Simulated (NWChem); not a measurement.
## Lowest excitation of 1,3-disilacyclobutane (C2H8Si2)

```
Si
H 1 1.4961
H 1 1.4973 2 108.70
C 1 1.9056 2 112.04 3 -129.71
H 4 1.0991 1 118.56 2 21.01
H 4 1.1030 5 108.33 1 -128.21
C 1 1.9056 2 112.04 3 129.71
H 7 1.0991 1 118.56 2 -21.01
H 7 1.1030 8 108.33 1 128.21
Si 4 1.9056 5 118.56 6 -128.21
H 10 1.4961 4 112.04 5 -21.01
H 10 1.4973 11 108.70 4 -129.71
```
Charge 0, spin multiplicity 1.

Program: NWChem. The geometry was optimised at PBE0/def2-SVP, a minimum by its harmonic frequencies. It is one conformer; others weren't searched.

Basis set: 6-31+G*.

The correlated methods keep 12 core orbitals frozen. B3LYP has NWChem's definition, with VWN1-RPA local correlation. The Pople sets run with spherical d functions. Coupled-cluster values serve here as a point of comparison, not as the truth.

Question: Order these methods by the lowest vertical singlet excitation energy they give, lowest first: TD-B3LYP, EOM-CCSD, TD-PBE0, TD-PBE, CIS.

Answer: TD-PBE (5.65 eV), TD-B3LYP (6.07 eV), TD-PBE0 (6.19 eV), EOM-CCSD (6.47 eV), CIS (7.41 eV)
